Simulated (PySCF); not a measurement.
**Relaxation of sextet [MnCl3]-**

All numbers come from UPBE in PySCF with Mn def2-SVPD, Cl def2-SVPD; no relativity; density-fitted integrals. A (50,194) grid was used.

A hand-made trigonal planar start, of D3h symmetry, held to at least that symmetry:

```xyz
4
charge -1 multiplicity 6, angstrom
Mn    0.0000    0.0000    0.0000
Cl    2.1800    0.0000    0.0000
Cl   -1.0900    1.8879    0.0000
Cl   -1.0900   -1.8879    0.0000
```

Optimiser trace:
```json
{"step": "0", "E − E(last) (kJ/mol)": "26.08", "largest gradient (Eh/bohr)": "0.02965"}
{"step": "1", "E − E(last) (kJ/mol)": "7.46", "largest gradient (Eh/bohr)": "0.01469"}
{"step": "2", "E − E(last) (kJ/mol)": "0.40", "largest gradient (Eh/bohr)": "0.00318"}
{"step": "3", "E − E(last) (kJ/mol)": "0.01", "largest gradient (Eh/bohr)": "0.00041"}
{"step": "4", "E − E(last) (kJ/mol)": "0.00", "largest gradient (Eh/bohr)": "0.00001"}
```

It ends at D3h with Mn–Cl 2.309 Å (×3); Cl–Mn–Cl 120.0° (×3). A frequency run shows a minimum.

Final geometry:
```xyz
4
charge -1 multiplicity 6, angstrom
Mn    0.0000    0.0000    0.0000
Cl    2.3088    0.0000    0.0000
Cl   -1.1544    1.9995    0.0000
Cl   -1.1544   -1.9995    0.0000
```

With open d or f shells other occupations or spin states may lie lower.

The relaxation took about 50 core-seconds on a shared host.
